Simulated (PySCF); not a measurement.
C3H8Si, triplet, at the geometry of the source list (a higher spin typed on purpose: for a closed-shell molecule this is an excited state); PySCF with PBE0/6-31G.

PySCF was given this input:
```python
from pyscf import gto, scf, dft

mol = gto.M(
    atom='''
C     0.73080000    0.28530000    0.78140000
C     0.81290000   -0.81900000   -0.29210000
Si   -0.98180000   -0.45530000   -0.84250000
C    -0.56640000    0.99130000    0.33690000
H     1.60120000    0.94110000    0.80280000
H     0.61410000   -0.14870000    1.77440000
H     1.56060000   -0.59170000   -1.05070000
H     1.04610000   -1.80480000    0.10510000
H    -1.98680000   -1.39520000   -0.34160000
H    -1.21750000   -0.14490000   -2.25260000
H    -0.36160000    1.93100000   -0.17410000
H    -1.25170000    1.21090000    1.15310000
''',
    basis='6-31g',
    spin=2,
    verbose=4,
)

mf = dft.UKS(mol)
mf.xc = 'pbe0'
mf.kernel()
mf.analyze()
```

What the program printed (banner, timings and long lists left out):

```
PySCF version 2.14.0

[INPUT] verbose = 4
[INPUT] num. atoms = 12
[INPUT] num. electrons = 40
[INPUT] charge = 0
[INPUT] spin (= nelec alpha-beta = 2S) = 2
[INPUT] symmetry False subgroup None
[INPUT] Mole.unit = angstrom
[INPUT] Symbol           X                Y                Z      unit          X                Y                Z       unit  Magmom
[INPUT]  1 C      0.730800000000   0.285300000000   0.781400000000 AA    1.381011851832   0.539138863338   1.476631993735 Bohr   0.0
[INPUT]  2 C      0.812900000000  -0.819000000000  -0.292100000000 AA    1.536158366659  -1.547685696019  -0.551989000985 Bohr   0.0
[INPUT]  3 Si    -0.981800000000  -0.455300000000  -0.842500000000 AA   -1.855333109098  -0.860392304514  -1.592094259946 Bohr   0.0
[INPUT]  4 C     -0.566400000000   0.991300000000   0.336900000000 AA   -1.070340876954   1.873285507281   0.636648731366 Bohr   0.0
[INPUT]  5 H      1.601200000000   0.941100000000   0.802800000000 AA    3.025829470654   1.778421255828   1.517072132801 Bohr   0.0
[INPUT]  6 H      0.614100000000  -0.148700000000   1.774400000000 AA    1.160480813095  -0.281002274723   3.353130035428 Bohr   0.0
[INPUT]  7 H      1.560600000000  -0.591700000000  -1.050700000000 AA    2.949106589996  -1.118150947905  -1.985535239081 Bohr   0.0
[INPUT]  8 H      1.046100000000  -1.804800000000   0.105100000000 AA    1.976842498908  -3.410577709615   0.198610215692 Bohr   0.0
[INPUT]  9 H     -1.986800000000  -1.395200000000  -0.341600000000 AA   -3.754507864286  -2.636545888993  -0.645530444151 Bohr   0.0
[INPUT] 10 H     -1.217500000000  -0.144900000000  -2.252600000000 AA   -2.300741556658  -0.273821315449  -4.256797068195 Bohr   0.0
[INPUT] 11 H     -0.361600000000   1.931000000000  -0.174100000000 AA   -0.683324966643   3.649061146535  -0.329001318287 Bohr   0.0
[INPUT] 12 H     -1.251700000000   1.210900000000   1.153100000000 AA   -2.365370190118   2.288269364236   2.179043194236 Bohr   0.0

nuclear repulsion = 167.81887166142
number of shells = 38
number of NR pGTOs = 144
number of NR cGTOs = 56
basis = 6-31g
ecp = {}

******** <class 'pyscf.dft.uks.UKS'> ********
method = UKS
initial guess = minao
damping factor = 0
level_shift factor = 0
DIIS = <class 'pyscf.scf.diis.CDIIS'>
diis_start_cycle = 1
diis_space = 8
diis_damp = 0
SCF conv_tol = 1e-09
SCF conv_tol_grad = None
SCF max_cycles = 50
direct_scf = True
direct_scf_tol = 1e-13
number electrons alpha = 21  beta = 19
XC library pyscf.dft.libxc version 7.1.2
    S. Lehtola, C. Steigemann, M. J. T. Oliveira, and M. A. L. Marques,  SoftwareX 7, 1–5 (2018)
XC functionals = pbe0
    C. Adamo and V. Barone,  J. Chem. Phys. 110, 6158 (1999)
    M. Ernzerhof and G. E. Scuseria,  J. Chem. Phys. 110, 5029 (1999)
radial grids:
    Treutler-Ahlrichs [JCP 102, 346 (1995); DOI:10.1063/1.469408] (M4) radial grids

becke partition: Becke, JCP 88, 2547 (1988); DOI:10.1063/1.454033
pruning grids: <function nwchem_prune>
grids dens level: 3
symmetrized grids: False
atomic radii adjust function: <function treutler_atomic_radii_adjust>
small_rho_cutoff = 0
Set gradient conv threshold to 3.16228e-05
tot grids = 140000
init E= -408.510751157754

cycle= 1 E= -407.991600637889  delta_E= 0.519  |g|= 0.16  |ddm|= 3.35

cycle= 2 E= -407.999443728812  delta_E= -0.00784  |g|= 0.136  |ddm|= 0.409

cycle= 3 E= -408.009584809084  delta_E= -0.0101  |g|= 0.0241  |ddm|= 0.224

cycle= 4 E= -408.01008247876  delta_E= -0.000498  |g|= 0.00692  |ddm|= 0.0923

cycle= 5 E= -408.010160849303  delta_E= -7.84e-05  |g|= 0.00368  |ddm|= 0.0334

cycle= 6 E= -408.010178900361  delta_E= -1.81e-05  |g|= 0.00272  |ddm|= 0.0163

cycle= 7 E= -408.01018698003  delta_E= -8.08e-06  |g|= 0.00108  |ddm|= 0.00951

cycle= 8 E= -408.010188725186  delta_E= -1.75e-06  |g|= 0.00036  |ddm|= 0.00372

cycle= 9 E= -408.01018891601  delta_E= -1.91e-07  |g|= 0.000101  |ddm|= 0.00132

cycle= 10 E= -408.010188948712  delta_E= -3.27e-08  |g|= 4.88e-05  |ddm|= 0.000681

cycle= 11 E= -408.01018895709  delta_E= -8.38e-09  |g|= 3.67e-05  |ddm|= 0.000463

cycle= 12 E= -408.010188962968  delta_E= -5.88e-09  |g|= 3.15e-05  |ddm|= 0.000474

cycle= 13 E= -408.010188967115  delta_E= -4.15e-09  |g|= 2.71e-05  |ddm|= 0.000398

cycle= 14 E= -408.010188973713  delta_E= -6.6e-09  |g|= 1.86e-05  |ddm|= 0.000816

cycle= 15 E= -408.010188979139  delta_E= -5.43e-09  |g|= 3.25e-06  |ddm|= 0.00154

cycle= 16 E= -408.010188979119  delta_E= 2.05e-11  |g|= 2.81e-06  |ddm|= 6.07e-05

Extra cycle  E= -408.010188979126  delta_E= -7.05e-12  |g|= 3.34e-06  |ddm|= 2.81e-05
converged SCF energy = -408.010188979126  <S^2> = 2.0089454  2S+1 = 3.0059577
**** SCF Summaries ****
Total Energy =                        -408.010188979125701
Nuclear Repulsion Energy =             167.818871661419848
One-electron Energy =                 -891.687921481365720
Two-electron Energy =                  315.858860840820228
Two-electron Coulomb Energy =          355.745926550351044
DFT Exchange-Correlation Energy =      -39.887065709530802
**** MO energy ****
                             alpha | beta                alpha | beta
MO #1   energy= -66.2566183454965  | -66.25425453473    occ= 1 | 1
MO #2   energy= -10.2667663319943  | -10.2562180620149  occ= 1 | 1
MO #3   energy= -10.2667435826025  | -10.256185634504   occ= 1 | 1
MO #4   energy= -10.2541818982547  | -10.2543551338185  occ= 1 | 1
MO #5   energy= -5.34644716995274  | -5.34366428553475  occ= 1 | 1
MO #6   energy= -3.68227144331876  | -3.67825907113773  occ= 1 | 1
MO #7   energy= -3.67919921168139  | -3.67574903855335  occ= 1 | 1
MO #8   energy= -3.67745088189458  | -3.67245393473874  occ= 1 | 1
MO #9   energy= -0.874623851324756 | -0.853509094946625 occ= 1 | 1
MO #10  energy= -0.735562089906425 | -0.707459283267418 occ= 1 | 1
MO #11  energy= -0.647406838824103 | -0.630512060364017 occ= 1 | 1
MO #12  energy= -0.558321638184511 | -0.527685113298513 occ= 1 | 1
MO #13  energy= -0.518744621539896 | -0.509916920560989 occ= 1 | 1
MO #14  energy= -0.478224761759134 | -0.46174889948494  occ= 1 | 1
MO #15  energy= -0.446909812880862 | -0.435331640609591 occ= 1 | 1
MO #16  energy= -0.400162442832019 | -0.385181024195959 occ= 1 | 1
MO #17  energy= -0.383428845748698 | -0.378987720789899 occ= 1 | 1
MO #18  energy= -0.363244753273113 | -0.333027598815574 occ= 1 | 1
MO #19  energy= -0.336241455416662 | -0.304015293856742 occ= 1 | 1
MO #20  energy= -0.329526325443165 | -0.223913844068524 occ= 1 | 0
MO #21  energy= -0.059787515906746 | 0.0512481720784081 occ= 1 | 0
MO #22  energy= 0.0540827501614269 | 0.0639102471996451 occ= 0 | 0
MO #23  energy= 0.0667076381943514 | 0.0731195498549504 occ= 0 | 0
MO #24  energy= 0.106061862880702  | 0.12060029989286   occ= 0 | 0
MO #25  energy= 0.128008776089203  | 0.134585426491005  occ= 0 | 0
MO #26  energy= 0.133005121883391  | 0.157743765896463  occ= 0 | 0
MO #27  energy= 0.147586685525868  | 0.16157440736813   occ= 0 | 0
MO #28  energy= 0.156724376039758  | 0.162601962602426  occ= 0 | 0
MO #29  energy= 0.170362767886885  | 0.182583448632159  occ= 0 | 0

To work with the spin densities directly, `use mulliken_meta_spin()` only printing them here.

 ** Mulliken spin pop alpha/beta on meta-lowdin orthogonal AOs **
 ** Mulliken Spin Density (per AO)  **
spin_pop of  0 C 1s       -0.00000
spin_pop of  0 C 2s       -0.00446
spin_pop of  0 C 3s        0.00004
spin_pop of  0 C 2px       0.00311
spin_pop of  0 C 2py       0.01042
spin_pop of  0 C 2pz      -0.00452
spin_pop of  0 C 3px       0.00090
spin_pop of  0 C 3py       0.00139
spin_pop of  0 C 3pz       0.00027
spin_pop of  1 C 1s       -0.00000
spin_pop of  1 C 2s        0.10182
spin_pop of  1 C 3s        0.00528
spin_pop of  1 C 2px       0.36041
spin_pop of  1 C 2py       0.02932
spin_pop of  1 C 2pz       0.03062
spin_pop of  1 C 3px       0.00705
spin_pop of  1 C 3py       0.00037
spin_pop of  1 C 3pz       0.00021
spin_pop of  2 Si 1s       -0.00000
spin_pop of  2 Si 2s        0.00000
spin_pop of  2 Si 3s        0.00946
spin_pop of  2 Si 4s       -0.00083
spin_pop of  2 Si 2px       0.00001
spin_pop of  2 Si 2py       0.00002
spin_pop of  2 Si 2pz       0.00000
spin_pop of  2 Si 3px       0.28015
spin_pop of  2 Si 3py       0.50253
spin_pop of  2 Si 3pz       0.06783
spin_pop of  2 Si 4px       0.03096
spin_pop of  2 Si 4py       0.05362
spin_pop of  2 Si 4pz       0.00610
spin_pop of  3 C 1s       -0.00000
spin_pop of  3 C 2s        0.10179
spin_pop of  3 C 3s        0.00528
spin_pop of  3 C 2px       0.02251
spin_pop of  3 C 2py       0.25926
spin_pop of  3 C 2pz       0.13836
spin_pop of  3 C 3px       0.00032
spin_pop of  3 C 3py       0.00523
spin_pop of  3 C 3pz       0.00209
spin_pop of  4 H 1s       -0.00151
spin_pop of  4 H 2s       -0.00001
spin_pop of  5 H 1s       -0.00045
spin_pop of  5 H 2s       -0.00000
spin_pop of  6 H 1s        0.00360
spin_pop of  6 H 2s        0.00053
spin_pop of  7 H 1s        0.01663
spin_pop of  7 H 2s        0.00080
spin_pop of  8 H 1s       -0.03335
spin_pop of  8 H 2s        0.00022
spin_pop of  9 H 1s       -0.03516
spin_pop of  9 H 2s        0.00023
spin_pop of  10 H 1s        0.00359
spin_pop of  10 H 2s        0.00053
spin_pop of  11 H 1s        0.01665
spin_pop of  11 H 2s        0.00080
 ** Mulliken Spin Density (per atom)  **
spin density of  0 C =      0.00716
spin density of  1 C =      0.53508
spin density of  2 Si =      0.94983
spin density of  3 C =      0.53484
spin density of  4 H =     -0.00153
spin density of  5 H =     -0.00045
spin density of  6 H =      0.00413
spin density of  7 H =      0.01743
spin density of  8 H =     -0.03312
spin density of  9 H =     -0.03493
spin density of  10 H =      0.00412
spin density of  11 H =      0.01745
 ** Mulliken pop alpha/beta on meta-lowdin orthogonal AOs **
 ** Mulliken pop       alpha | beta **
In total            21.00000 | 19.00000
 ** Mulliken atomic charges   ( Nelec_alpha | Nelec_beta ) **
charge of  0C =     -0.21405  (     3.11060      3.10345 )
charge of  1C =     -0.36634  (     3.45071      2.91563 )
charge of  2Si =      0.12269  (     7.41357      6.46374 )
charge of  3C =     -0.36642  (     3.45063      2.91579 )
charge of  4H =      0.11785  (     0.44031      0.44184 )
charge of  5H =      0.12036  (     0.43959      0.44005 )
charge of  6H =      0.15269  (     0.42572      0.42159 )
charge of  7H =      0.16232  (     0.42756      0.41013 )
charge of  8H =     -0.02364  (     0.49526      0.52838 )
charge of  9H =     -0.02044  (     0.49275      0.52768 )
charge of  10H =      0.15267  (     0.42572      0.42160 )
charge of  11H =      0.16231  (     0.42757      0.41012 )
Dipole moment(X, Y, Z, Debye):  2.87841,  1.40550,  2.26425
```
